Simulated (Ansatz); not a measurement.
Start from `O[SiH]1C=N1` and change one atom or group to get `OC1=N[SiH]1O`.

Ansatz, PBE0-D4/def2-TZVP geometries, multiplicity 1. Each molecule was computed in one conformer, which needn't be the lowest.

```tsv
property	`O[SiH]1C=N1`
size of the dipole moment (ωB97M-V/def2-TZVPP) / D	1.91
zero-point energy (PBE0-D4/def2-TZVP) / kJ/mol	111.1
ideal-gas entropy at 298 K and 1 bar (rigid rotor, harmonic PBE0-D4/def2-TZVP) / J/(mol·K)	289
HOMO energy (B3LYP/def2-TZVPP) / eV	-6.34
HOMO energy (PBE0/def2-TZVPP) / eV	-6.55
HOMO–LUMO gap (PBE0/def2-TZVPP) / eV	5.67
```

What does the change do to each property? (An estimate is asked.)

Ansatz gave: 
```csv
property,`OC1=N[SiH]1O`,shift
size of the dipole moment (ωB97M-V/def2-TZVPP) / D,1.09,-0.82
zero-point energy (PBE0-D4/def2-TZVP) / kJ/mol,126.6,15.5
"ideal-gas entropy at 298 K and 1 bar (rigid rotor, harmonic PBE0-D4/def2-TZVP) / J/(mol·K)",310,21
HOMO energy (B3LYP/def2-TZVPP) / eV,-6.79,-0.45
HOMO energy (PBE0/def2-TZVPP) / eV,-6.99,-0.44
HOMO–LUMO gap (PBE0/def2-TZVPP) / eV,6.88,1.21
```

With PBE0 the HOMO falls by 0.44 eV and the LUMO rises by 0.77 eV, so the gap widens by about 1.21 eV. PBE moves the HOMO by -0.40 eV and ωB97M-V by -0.50 eV. The zero-point energy changes by 15.5 kJ/mol with +3 modes. Dipoles are sizes alone; their direction can turn.

B3LYP here is the variant with VWN-RPA as its local correlation; programs differ in this.
